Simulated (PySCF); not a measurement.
Method: PBE-D3(BJ)/def2-TZVP // r2SCAN-D4/def2-SVP run with PySCF 2.14.0. Gas-phase values, no solvent. One relaxed conformer stands for a flexible species; it need not be the lowest. 

Reference species: [Cd(F)(OH)] (neutral, multiplicity 1).

| Property | Value |
|---|---|
| coordination number | 2 |
| HOMO–LUMO gap | 4.03 eV |
| LUMO | -2.81 eV |
| HOMO | -6.84 eV |

Changed species: [Cd(F)2] (0 of 2 F replaced by OH; the reference has 1 of 2 F replaced by OH).

### Question
What does the change do to the coordination number, HOMO–LUMO gap, LUMO and HOMO?

### Answer
the coordination number stays essentially unchanged; the HOMO–LUMO gap goes up by 0.79 eV, to 4.82 eV; the LUMO falls by 0.53 eV, to -3.34 eV; the HOMO falls by 1.32 eV, to -8.16 eV.
